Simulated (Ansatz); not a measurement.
Computed with Ansatz on PBE0-D4/def2-TZVP structures; ΔE is electronic, products minus reactants. CCSD(T)/CBS is the MP2 limit (def2-TZVPP, def2-QZVPP) plus CCSD(T) − MP2 in def2-TZVPP, frozen cores. This one scheme is used for every species. DFT in def2-TZVPP. One conformer a species, not always the lowest.

Reaction (formal hydrolysis of the Si–N bond): `C[SiH](F)N=C=O` + H₂O → `C[SiH](O)F` + `N=C=O`

`C[SiH](F)N=C=O`:

```xyz
10

C     1.110   -1.166    0.158
Si   -0.094   -0.069   -0.700
F     0.681    0.873   -1.728
N    -0.873    0.932    0.438
C    -1.561    1.795    0.897
O    -2.219    2.620    1.385
H     1.852   -0.575    0.701
H     1.634   -1.801   -0.560
H     0.595   -1.810    0.875
H    -1.125   -0.800   -1.467
```

H₂O:

Cartesian coordinates in Å:
```
O -0.057 -0.090 -0.374
H 0.415 0.667 -0.021
H -0.358 -0.578 0.395
```

`C[SiH](O)F`:

Z-matrix (Å, degrees):
```
C
Si 1 1.851
H 1 1.093 2 110.5
H 1 1.093 2 110.6 3 -119.8
H 1 1.093 2 111.4 3 119.7
O 2 1.634 1 113.2 3 179.7
F 2 1.601 1 107.2 3 -59.2
H 2 1.477 1 113.7 3 59.6
H 6 0.958 2 119.0 1 51.4
```

`N=C=O`:

Cartesian coordinates in Å:
```
N -0.063 -0.590 0.485
C 0.157 0.159 -0.438
O 0.426 0.767 -1.389
H -0.520 -0.337 1.343
```

Is it downhill or uphill in electronic energy at CCSD(T)/CBS, and by how much? (Best estimate.)

The calculation gave: Downhill: ΔE = -3.5 kJ/mol.

What do these levels give: PBE-D4, BLYP-D4, B97M-V, r2SCAN, MP2/def2-SVP, CCSD/def2-SVP? (An estimate is asked.)

Computed: PBE-D4 -7.3, BLYP-D4 -8.1, B97M-V -7.7, r2SCAN -9.9, MP2/def2-SVP -0.8, CCSD/def2-SVP -1.2 kJ/mol.

Largest T1 diagnostic among the species: 0.018.

The D4 term adds +3.8 kJ/mol with B3LYP and +2.3 kJ/mol with PBE0; it sums over pairs of atoms, weighted by their polarisabilities, and B3LYP, whose exchange is more repulsive, gets the larger term. Leaving LDA and LC-ωPBE aside and taking each functional with its dispersion term where it has one, the values, not all of them listed here, spread over 6.0 kJ/mol, from r2SCAN-D4 to BHLYP-D4. From PBE to PBE0 (25 % exact exchange), in def2-TZVPP and without D4, ΔE moves by +3.7 kJ/mol.

B3LYP here is the variant with VWN-RPA as its local correlation; programs differ in this.
